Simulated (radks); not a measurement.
The numbers below are computed, except where a source is named.
Excited configurations of Ag I: one electron is placed in a higher orbital outside [Kr] 4d10. The ground configuration is [Kr] 4d10 5s1. Level of theory: Dirac Kohn-Sham, BLYP, spin-unpolarised, spherical densities, finite nucleus; open shells fill j = l - 1/2 first; Fermi nuclear charge, rms radius 4.5454 fm (a radial shooting solver on a logarithmic mesh with Libxc functionals). Excitation = E - E(ground); binding = E(ion) - E, where the ion is the core of charge +1; n* = 1/sqrt(2 binding) in atomic units, and the quantum defect is n - n*.

| outer orbital | excitation (eV) | binding (eV) | n* | quantum defect | eigenvalue (eV) | <r> (bohr) |
|---|---|---|---|---|---|---|
| 5p1/2 | 3.797 | 4.076 | 1.827 | 3.173 | -1.711 | 4.574 |
| 6s1/2 | 5.461 | 2.412 | 2.375 | 3.625 | -1.351 | 8.633 |
| 6p1/2 | 6.096 | 1.776 | 2.768 | 3.232 | -0.935 | 10.94 |

The Delta-SCF ionisation energy is 7.873 eV (NIST Atomic Spectra Database: 7.576 eV, measured). Self-interaction in the functional shifts the binding energies and quantum defects, so they are the method's values and not measured ones. Spin polarisation and multiplet splitting are left out, so open shells lie too high by an amount that depends on their filling.

Beside tabulated values, note that spin-unpolarised runs miss the spin-polarisation part of the exchange energy of open shells.
